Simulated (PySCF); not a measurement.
## Excitation energy of Sc²⁺ by level of theory

Sc²⁺ [Ar] 3d1 (2D) → Sc²⁺ [Ar] 4p1 (2P), as a difference of total energies. All numbers are calculated (PySCF 2.14, scalar relativity by spin-free X2C-1e, in aug-cc-pVQZ-DK). The calculations carry no spin-orbit coupling.

```
   method  excitation energy (cm⁻¹)
      UHF                     58950
      LDA                     62745
      PBE                     62090
     PBE0                     62632
   r2SCAN                     63415
     TPSS                     63228
     BLYP                     61810
BHandHLYP                     62673
```

A first-order spin-orbit estimate (lowest level to lowest level, LS coupling) adds -0.011 eV.
